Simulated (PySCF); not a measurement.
Mass spectrum arithmetic for `CB(N)Br`

Species: `CB(N)Br`.

Calculated for natural abundance.

(1) What are the average molar mass and the monoisotopic mass?

(2) What cluster does the molecular ion M+• show when like nominal masses merge?

(3) Which singly substituted isotopologues are there?

(4) What share of all molecules is the monoisotopic species?

(5) What is the composition by mass?

Results:

(1) For CH5BBrN, with standard atomic weights, 1 × 12.011 + 1 × 10.810 + 1 × 14.007 + 1 × 79.904 + 5 × 1.008 = 121.772 g/mol. From the most abundant isotopes (12C, 11B, 14N, 79Br, 1H), 1 × 12.000000 + 1 × 11.009305 + 1 × 14.003074 + 1 × 78.918337 + 5 × 1.007825 = 120.9698 u.

(2) 
```csv
nominal mass,m/z (centroid),relative intensity
120,119.9729,24.8
121,120.9693,100.0
122,121.9709,25.6
123,122.9673,97.3
124,123.9692,1.5
```

Lines under 0.1 % of the tallest are left out. One electron mass, 0.00055 u, is taken off. Abundances used (%; other tables differ somewhat): 12C 98.93, 13C 1.07; 10B 19.9, 11B 80.1; 14N 99.632, 15N 0.368; 79Br 50.69, 81Br 49.31; 1H 99.9885, 2H 0.0115.

(3) Intensity in % of the monoisotopic species:

| isotope | mass shift (u) | m/z | intensity (%) |
| --- | --- | --- | --- |
| 10B | -0.99637 | 119.9729 | 24.84 |
| 15N | +0.99703 | 121.9663 | 0.37 |
| 13C | +1.00335 | 121.9726 | 1.08 |
| 2H | +1.00628 | 121.9756 | 0.06 |
| 81Br | +1.99795 | 122.9672 | 97.28 |

Species under 0.02 % are left out.

(4) 0.9893 × 0.801 × 0.99632 × 0.5069 × 0.999885^5 = 40.00 %.

(5) C 9.86 %, B 8.88 %, N 11.50 %, Br 65.62 %, H 4.14 %.
